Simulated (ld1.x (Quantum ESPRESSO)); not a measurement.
Logarithmic derivatives: rubidium (Rb), RRKJ

```
Element                 : Rb
Generator               : ld1.x (Quantum ESPRESSO) 7.5
Type                    : norm-conserving RRKJ (Kleinman–Bylander form)
Functional              : PBE
Relativity              : fully relativistic
Frozen core             : [Ar] 3d10
Valence charge          : 9
Reference configuration : 4s2 4p6 5s1 5p0
Partial waves           : 4p (bound): rc 2.70 bohr; 4d channel at 0.45 Ry: rc 2.75 bohr; 4s (bound): rc 1.30 bohr
Local potential         : the s channel
Core correction         : Bessel-smoothed model core inside 1.05 bohr
rho0                    : 0.01
```

Open shells are filled in proportion to 2j + 1 (rel_dist='average').

Occupied shells without a wave of their own: 5s. They enter only through the test configuration that unscreens the potential, and ld1.x also counts them in the model core charge.

The phase is arctan(r·u′/u) with u = r·R(r), unwrapped; energies in Ry, scanned from -4 to 5 Ry. A pole is an energy at which the radial function vanishes at the test radius. The pseudo phase is shifted by a multiple of π to meet the all-electron one at the reference energy, and phase errors are pseudo minus all-electron; the curves can meet again beyond the range given. Levels narrower than the energy grid can be missing from the lists of poles.

Task: For each channel, where are the poles, and over which energies does the pseudopotential scatter like the atom?

Result:

```tsv
channel	radius (bohr)	reference energy (Ry)	poles, all-electron	poles, pseudo	unbroken range about the reference energy with phases within 0.05 rad	phase error 1 Ry above the reference energy (rad)
s	2.99	-2.34	-2.25, 2.95	-2.25, 2.86	the whole range	-0.000
p1/2	2.99	-1.22	-1.01, 3.92	-1.01, 2.37	below 0.6	-0.004
p3/2	2.99	-1.15	-0.93, 4.03	-0.93, 4.17	the whole range	+0.001
d3/2	2.99	0.45	1.06	1.06	below 2.5	+0.004
d5/2	2.99	0.45	1.07	1.07	below 2.6	+0.004
```

Note: ghost state, extra bound levels that the all-electron valence spectrum of the same l lacks: p3/2 at -98.7 eV. A true bound ghost makes a file unfit for plane-wave use. ld1.x takes every shell without a wave as core, so the model core holds the 5s electrons as well and exchange and correlation see them twice. This cancels in the reference configuration, but the file is broken for other ones, and its errors say nothing about a proper core correction.

Phases in the d5/2 channel:

```json
{"E (Ry)": "-4.00", "all-electron": "1.403", "pseudo": "1.404"}
{"E (Ry)": "-3.52", "all-electron": "1.392", "pseudo": "1.392"}
{"E (Ry)": "-3.04", "all-electron": "1.379", "pseudo": "1.379"}
{"E (Ry)": "-2.56", "all-electron": "1.361", "pseudo": "1.361"}
{"E (Ry)": "-2.08", "all-electron": "1.337", "pseudo": "1.337"}
{"E (Ry)": "-1.60", "all-electron": "1.303", "pseudo": "1.303"}
{"E (Ry)": "-1.12", "all-electron": "1.247", "pseudo": "1.248"}
{"E (Ry)": "-0.64", "all-electron": "1.134", "pseudo": "1.135"}
{"E (Ry)": "-0.16", "all-electron": "0.765", "pseudo": "0.768"}
{"E (Ry)": "0.32", "all-electron": "-0.869", "pseudo": "-0.869"}
{"E (Ry)": "0.80", "all-electron": "-1.463", "pseudo": "-1.462"}
{"E (Ry)": "1.28", "all-electron": "-1.630", "pseudo": "-1.628"}
{"E (Ry)": "1.76", "all-electron": "-1.744", "pseudo": "-1.737"}
{"E (Ry)": "2.24", "all-electron": "-1.887", "pseudo": "-1.869"}
{"E (Ry)": "2.72", "all-electron": "-2.219", "pseudo": "-2.141"}
{"E (Ry)": "3.20", "all-electron": "-3.425", "pseudo": "-3.110"}
{"E (Ry)": "3.68", "all-electron": "-4.269", "pseudo": "-4.160"}
{"E (Ry)": "4.16", "all-electron": "-4.493", "pseudo": "-4.446"}
{"E (Ry)": "4.64", "all-electron": "-4.591", "pseudo": "-4.561"}
```
